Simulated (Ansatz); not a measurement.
`C[Si](O)(Cl)Br` + `[SH][Au]` → `C[Si](O)(S)Cl` + `[Br][Au]`  (redistribution)

Calculated with Ansatz (gas phase, PBE0-D4/def2-TZVP geometries, no zero-point term in ΔE). CBS: MP2 limit from def2 TZ/QZ plus the TZ coupled-cluster correction, frozen cores. DFT in def2-TZVPP. Elements past krypton have def2 core potentials. For Au, Br outer-core shells are correlated without core-valence functions, which leaves a few kJ/mol of doubt a bond. Scalar relativity is left out up to krypton. One conformer a species, not always the lowest.

CCSD(T)/CBS gives +23.0 kJ/mol.

(1) Another level gave -12.1 kJ/mol. Which?
A. HF/def2-TZVPP
B. PBE/def2-TZVPP
C. ωB97M-V/def2-TZVPP
D. PBE0-D4/def2-TZVPP

Largest T1 diagnostic among the species: 0.025, so the coupled-cluster value is less sure than usual.

## Answers

(1) A. HF/def2-TZVPP -12.1, PBE0-D4 17.4, ωB97M-V 11.3, PBE 25.1 kJ/mol.

In def2-TZVPP, CCSD(T) changes the Hartree–Fock value by +31.5 kJ/mol (the triples alone add +4.1 kJ/mol) and MP2 by +44.3 kJ/mol. From PBE to PBE0 (25 % exact exchange), in def2-TZVPP and without D4, ΔE moves by −7.6 kJ/mol.
